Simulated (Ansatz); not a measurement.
Gas-phase electronic energies from Ansatz, PBE0-D4/def2-TZVP geometries. CBS: MP2 limit from def2 TZ/QZ plus the TZ coupled-cluster correction, frozen cores. This one scheme is used for every species. DFT in def2-TZVPP. Each species was taken in one conformer, which may not be the lowest.

Consider the formal exchange of groups at a B–N bond: `FBN[SiH3]` + `[AlH3]` → `F[BH][AlH2]` + `N[SiH3]`.

Q: Is it downhill or uphill in electronic energy at CCSD(T)/CBS, and by how much? (Best estimate.)

A: The calculation gave: Uphill: ΔE = +1.83 eV.

Q: What do these levels give: CAM-B3LYP-D4, B2PLYP, PBE, revPBE, RPA@PBE/def2-TZVPP, HF/CBS(def2)? (Estimate.)

A: Ansatz gave: CAM-B3LYP-D4 1.90, B2PLYP 1.86, PBE 1.71, revPBE 1.65, RPA@PBE/def2-TZVPP 1.80, HF/CBS(def2) 1.91 eV.

Largest T1 diagnostic among the species: 0.014.

From BLYP to BHLYP (50 % exact exchange), in def2-TZVPP and without D4, ΔE moves by +0.13 eV. The D4 term adds +0.04 eV with B3LYP and +0.02 eV with PBE0; it sums over pairs of atoms, weighted by their polarisabilities, and B3LYP, whose exchange is more repulsive, gets the larger term.

B3LYP here is the variant with VWN-RPA as its local correlation; programs differ in this.
